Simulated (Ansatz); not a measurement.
`OB(Br)O[SiH3]` + NH₃ → `NB(Br)O[SiH3]` + H₂O  (ligand exchange at a B–O bond)

Program: Ansatz. Geometries: PBE0-D4/def2-TZVP. ΔE: electronic, gas phase. CCSD(T)/CBS adds triple-zeta CCSD(T) − MP2 to the extrapolated MP2 energy (def2 sets, frozen cores). This one scheme is used for every species. Functionals use def2-TZVPP. B3LYP here is the variant with VWN-RPA as its local correlation; programs differ in this. For Br outer-core shells are correlated without core-valence functions, which leaves a few kJ/mol of doubt a bond. Scalar relativity is left out up to krypton. Each species was taken in one conformer, which may not be the lowest.

| species | B3LYP-D4 energy (Eh) |
| --- | --- |
| `OB(Br)O[SiH3]` | -3041.69177 |
| NH₃ | -56.58929 |
| `NB(Br)O[SiH3]` | -3021.80811 |
| H₂O | -76.46698 |

**Question.** Work out ΔE.

**Answer.** ΔE = (-3021.80811) + (-76.46698) − (-3041.69177) − (-56.58929) = 0.00597 Eh = +15.7 kJ/mol. CCSD(T)/CBS gives +13.2 kJ/mol.

Largest T1 diagnostic among the species: 0.011.

Leaving LDA and LC-ωPBE aside and taking each functional with its dispersion term where it has one, the values, not all of them listed here, spread over 8.2 kJ/mol, from PBE0-D4 to B97M-V. LDA lies −3.7 kJ/mol from PBE without D4. In def2-TZVPP, CCSD(T) changes the Hartree–Fock value by −4.5 kJ/mol (the triples alone add −0.0 kJ/mol) and MP2 by −6.6 kJ/mol.
